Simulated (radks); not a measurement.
Results of a calculation; reference values are marked as such.
The caesium ion Cs+ inside a hard spherical wall (all orbitals vanish at R), configuration held at [Xe] and not refilled when levels cross. Level of theory: scalar-relativistic Kohn-Sham, LDA (Slater exchange, Perdew-Wang correlation), spin-unpolarised, spherical densities, point nucleus (a radial shooting solver on a logarithmic mesh with Libxc functionals). Eigenvalues in eV, with the zero of energy where the potential of the charges vanishes at infinity; a dash marks a level that is unbound or too diffuse for the functional's potential to be trusted. A positive occupied level is held by the wall or, in an anion where self-interaction has pushed it up, behind a barrier. The pressure on the wall is -dE/dV.

| R (bohr) | E (hartree) | kinetic (hartree) | e(4p) | e(4d) | e(5s) | e(5p) | e(6s, empty) | e(5d, empty) | pressure (GPa) |
|---|---|---|---|---|---|---|---|---|---|
| free | -7780.6867 | 8196.024 | -165.80 | -79.569 | -32.181 | -18.829 | -5.647 | -4.470 | 0 |
| 15 | -7780.6867 | 8196.024 | -165.80 | -79.569 | -32.181 | -18.829 | -5.646 | -4.469 | < 0.0001 |
| 12 | -7780.6867 | 8196.024 | -165.80 | -79.569 | -32.181 | -18.829 | -5.638 | -4.465 | < 0.0001 |
| 7 | -7780.6862 | 8196.031 | -165.78 | -79.543 | -32.160 | -18.808 | -4.676 | -4.092 | 0.0508 |
| 4 | -7780.4572 | 8197.628 | -162.15 | -75.991 | -29.390 | -15.667 | 12.846 | 2.997 | 66.9 |
| 3.5 | -7780.0627 | 8199.809 | -158.47 | -72.420 | -26.417 | -12.074 | 27.096 | 9.006 | 239 |
| 3 | -7778.9644 | 8205.013 | -151.58 | -65.784 | -20.073 | -4.260 | 54.703 | 20.941 | 921 |
| 2.5 | -7775.7395 | 8218.266 | -138.76 | -53.513 | -5.181 | 13.967 | 111.90 | 46.524 | 4040 |
